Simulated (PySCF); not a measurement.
## Radial density of V (vanadium, neutral)

UHF, [Ar] 3d5, high-spin 6S determinant (an excited configuration). All numbers are calculated (PySCF 2.14, the non-relativistic Hamiltonian (point nucleus), in dyall-av2z (16s12p7d2f, 101 functions)).

```
r (bohr)  4πr²ρ (e/bohr)  4πr²(ρα − ρβ)
 0.00129          0.1605         0.0000
 0.00217          0.4367        -0.0001
 0.00365           1.154        -0.0002
 0.00613           2.913        -0.0005
  0.0103           6.800        -0.0013
  0.0173           13.95        -0.0027
  0.0292           23.09        -0.0046
  0.0491           27.25        -0.0074
  0.0826           22.05        -0.0155
   0.139           23.18        -0.0200
   0.234           29.32         0.1430
   0.393           13.98         0.8570
   0.661           10.37         2.0924
    1.11           9.637         2.5861
    1.87           2.559         1.5576
    3.14          0.5163         0.5013
    5.29         0.07225         0.0721
    8.90        0.004248         0.0042
```

Where is the radial spin density 4πr²(ρα − ρβ) most negative, and why is it negative at all?

Around r = 0.139 bohr, down to -0.0200 e/bohr: exchange with the open shell polarises the paired shells in an unrestricted calculation.
